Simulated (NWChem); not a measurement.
Species: MgGeH₄; SMILES [MgH][GeH3]

All runs: NWChem. Structure relaxed at the PBE0/def2-SVP level. Ions are spin-unrestricted doublets at the neutral geometry; other ion states weren't tried.

For level PBE0/def2-SVP:

```yaml
vertical ionisation energy, ΔSCF (eV): 8.86
"−ε(HOMO) (eV)": 6.84
```

Question: What are these values for level PBE/def2-SVP?

Answer: 
| Quantity | Result |
|---|---|
| vertical ionisation energy, ΔSCF (eV) | 8.67 |
| −ε(HOMO) (eV) | 5.81 |
